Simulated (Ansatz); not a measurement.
The cluster Mg₃Zn⁺ (the lowest doublet isomer of a short search) was relaxed with PBE (def2-TZVP) in Ansatz in these states: charge +1 doublet, charge +1 quartet. The geometries follow in no particular order.

A:

```tsv
atom	x (Å)	y (Å)	z (Å)
Mg1	-0.1785	0.2175	1.6394
Mg2	0.5158	-2.5339	0.2877
Mg3	-0.3460	2.5340	-0.4786
Zn4	0.0086	-0.2176	-1.4485
```

B:

```csv
atom,x (Å),y (Å),z (Å)
Mg1,-1.312,-1.314,1.388
Mg2,1.364,-1.811,0.484
Mg3,-0.039,2.706,-1.622
Zn4,-0.013,0.419,-0.251
```

**Question.** Judge from the bond lengths which geometry belongs to which state (an estimate).

**Answer.** A is the charge +1 doublet (Mg1–Mg3 3.143 Å, Mg1–Zn4 3.124 Å, Mg1–Mg2 3.143 Å); B is the charge +1 quartet (Mg1–Mg3 5.181 Å, Mg1–Zn4 2.716 Å, Mg1–Mg2 2.868 Å).

At PBE0/def2-TZVP a doublet lies 1.43 eV below the charge +1 quartet. These are the stationary points nearest to one start from a short search; other shapes may lie lower in each state.
